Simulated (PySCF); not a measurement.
Unknown compound

The spectra below were simulated for a compound C₇H₅FN₂.

¹H NMR (300 MHz, computed): δ 8.26 (d, 1H), 7.86 (d, 1H), 7.47 (m, 1H), 7.16 (m, 1H), 7.12 (m, 1H).

¹³C{¹H} NMR (computed): δ 171.4 (C), 143.3 (C), 128.8 (CH), 128.5 (CH), 124.3 (CH), 118.3 (CH), 95.3 (CH).

[PySCF 2.14: NMR shieldings at PBE0/pcSseg-1/GIAO; GFN2-xTB geometry; single conformer; relativity neglected; no solvent model]

Scale: ¹H (σref 31.72), ¹³C (σref 186.93) against TMS (reference shieldings calculated alike).

Which of these isomers gave the spectra?
A. Fc1cccc2[nH]ncc12
B. C#Cc1ncc(C)c(F)n1
C. Fc1cn2ccccc2n1
D. N#CC(C#N)=CC/C=C/F

Results:

C. 

Rings plus π bonds: 6 (2 rings in the answer). 7 carbon signals for 7 carbons: no two carbons are equivalent. Carbon types of the structure: 2 × C, 5 × CH, which accounts for all hydrogens. δC 171.4: aromatic carbon bearing fluorine; an ipso carbon deshielded by its heteroatom. δC 143.3: ring-fusion aromatic carbon. δC 128.8, 124.3, 118.3: aromatic CH. δC 128.5, 95.3: aromatic CH next to a ring nitrogen. δH 8.26, 7.16: hydrogen on an aromatic CH next to a ring nitrogen.

The others: C#Cc1ncc(C)c(F)n1 would give 3 signals for carbon-bound and other non-exchanging H, not 5; Fc1cccc2[nH]ncc12 would give 4 signals for carbon-bound and other non-exchanging H, not 5; N#CC(C#N)=CC/C=C/F would give 4 signals for carbon-bound and other non-exchanging H, not 5.

Splittings by ¹⁹F in the carbon and heteronuclear signals aren't shown, as no couplings were computed. Shifts are as computed. Against solution values, carbons near 30 ppm lie about +3 ppm off and those near 130 ppm about +5 ppm. Of 1211 compounds with measured shifts, 218 miss one by over three times the rms of a fit or turn the order of signals round; such compounds aren't used in these exercises. No couplings were computed; multiplicities are counted from neighbouring protons, with m where these are inequivalent, close in shift, in a saturated or five-membered ring or joined by F or P, and br s for small geminal =CH2 splittings.
